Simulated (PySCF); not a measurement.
Job file and geometry (Å, from PBE0-D3(BJ)/def2-SVP) of an NMR shielding run on `CCC[B@H-]([NH3+])C(C)C`, C₆H₁₈BN, GIAO HF/pcSseg-1 NMR shielding, non-relativistic, gas phase (PySCF 2.14.0, density-fitted response routines); density fitting, a coarse starting grid and PySCF grid level 2 are the driver's defaults:

```
$ OMP_NUM_THREADS=1 python probes_run.py task.json out

{"job": {"kind": "nmr", "xc": "HF", "basis": "pcSseg-1", "pop": false}, "charge": 0, "multiplicity": 1}
C      3.427449     0.651174     0.117675
C      2.227073     0.035303    -0.586677
C      0.895387     0.246672     0.129899
B     -0.396617    -0.434969    -0.566729
N     -0.589301     0.320241    -2.021480
C     -1.805803    -0.281257     0.233799
C     -2.175739     1.160240     0.582121
C     -2.967543    -0.978696    -0.470893
H      3.545757     0.228396     1.128599
H      3.305155     1.740564     0.235062
H      4.368552     0.477055    -0.429174
H      2.184151     0.450894    -1.615439
H      2.393081    -1.047979    -0.723165
H      0.747253     1.334600     0.292517
H      0.977478    -0.177323     1.148272
H     -0.183868    -1.609074    -0.889120
H     -0.801825     1.310867    -1.886632
H      0.267908     0.252811    -2.570629
H     -1.350557    -0.097218    -2.557463
H     -1.639446    -0.814552     1.188937
H     -3.119135     1.227500     1.151541
H     -2.330020     1.781336    -0.322703
H     -1.394287     1.654226     1.179989
H     -3.210778    -0.503040    -1.442022
H     -2.736504    -2.035329    -0.678500
H     -3.902698    -0.946167     0.115236
```

Q: What does the program print?

A: 
```
final grid: 186144 points
cycle   1  E = -316.6739566190  dE =  1.265e+00  |g| = 5.259e-01  |ddm| = 4.024e+00
cycle   2  E = -316.7670356761  dE = -9.308e-02  |g| = 1.688e-01  |ddm| = 7.161e-01
cycle   3  E = -316.7749927818  dE = -7.957e-03  |g| = 7.006e-02  |ddm| = 2.090e-01
cycle   4  E = -316.7763043877  dE = -1.312e-03  |g| = 8.094e-03  |ddm| = 6.728e-02
cycle   5  E = -316.7763301393  dE = -2.575e-05  |g| = 2.361e-03  |ddm| = 1.163e-02
cycle   6  E = -316.7763325400  dE = -2.401e-06  |g| = 6.421e-04  |ddm| = 4.523e-03
cycle   7  E = -316.7763327164  dE = -1.764e-07  |g| = 1.867e-04  |ddm| = 1.039e-03
cycle   8  E = -316.7763327334  dE = -1.705e-08  |g| = 4.845e-05  |ddm| = 3.834e-04
cycle   9  E = -316.7763327345  dE = -1.131e-09  |g| = 1.112e-05  |ddm| = 1.011e-04
cycle  10  E = -316.7763327346  dE = -5.991e-11  |g| = 3.265e-06  |ddm| = 2.230e-05
converged SCF energy = -316.7763327346

GIAO shielding tensors (ppm)
atom      isotropic    diamagn.    paramagn.     s11        s22        s33       span
  0 C      170.637     241.745     -71.108    157.195    164.552    190.164     32.969
  1 C      166.942     245.443     -78.502    157.735    166.371    176.719     18.983
  2 C      167.497     253.224     -85.727    157.145    163.597    181.749     24.604
  3 B      119.853     181.596     -61.743    111.355    117.561    130.643     19.288
  4 N      235.824     321.888     -86.064    220.145    239.722    247.605     27.460
  5 C      175.955     247.088     -71.134    169.246    174.413    184.205     14.959
  6 C      172.704     246.512     -73.807    160.706    168.060    189.347     28.641
  7 C      167.732     244.290     -76.558    149.405    163.281    190.509     41.103
  8 H       30.598      28.616       1.983     26.262     28.739     36.794     10.531
  9 H       30.793      28.797       1.996     26.416     29.329     36.633     10.217
 10 H       30.475      26.915       3.560     25.517     27.527     38.382     12.864
 11 H       31.318      33.349      -2.031     25.076     33.249     35.630     10.553
 12 H       30.454      32.187      -1.733     24.866     30.502     35.993     11.127
 13 H       31.963      36.407      -4.444     26.964     33.091     35.833      8.869
 14 H       31.495      35.662      -4.166     26.110     32.261     36.115     10.005
 15 H       29.792      32.982      -3.189     27.444     29.805     32.128      4.684
 16 H       29.559      33.069      -3.510     23.657     26.701     38.320     14.662
 17 H       28.895      32.168      -3.272     20.753     26.692     39.241     18.488
 18 H       28.994      31.219      -2.225     21.115     26.400     39.466     18.351
 19 H       31.431      34.299      -2.868     27.159     29.559     37.573     10.414
 20 H       30.757      30.785      -0.028     26.007     27.997     38.266     12.259
 21 H       31.821      32.514      -0.693     27.549     31.118     36.796      9.247
 22 H       30.576      32.325      -1.749     24.647     30.295     36.786     12.139
 23 H       31.602      31.096       0.506     27.167     31.081     36.558      9.391
 24 H       30.419      30.047       0.373     25.627     28.062     37.569     11.942
 25 H       30.579      29.332       1.246     25.843     27.821     38.072     12.229
```

Q: Turn these shieldings into chemical shifts. References, each an isolated molecule treated in the same way: TMS for 13C (σref 190.85), 1H (σref 31.69); BF3·OEt2 for 11B (σref 115.29); 15N (σref 265.72) vs NH3.

A: Averaging equivalent atoms: C 1: 23.9; C 2: 23.4; C 7: 23.1; C 0: 20.2; C 6: 18.1; C 5: 14.9; B 3: -4.6; N 4: 29.9; H 16/17/18: 2.54; H 15: 1.89; H 12: 1.23; H 8/9/10: 1.06; H 23/24/25: 0.82; H 20/21/22: 0.63; H 11: 0.37; H 19: 0.26; H 14: 0.19; H 13: -0.28 ppm. Experimental scales use liquid or dissolved standards, which lie at an offset from isolated NH3 (liquid NH3: subtract about 20 ppm).

Size and cost of the density-fitted run: 226 basis functions, 22 s wall time on 1 thread of an Arm Neoverse V1, shared host; peak memory 1 GiB.
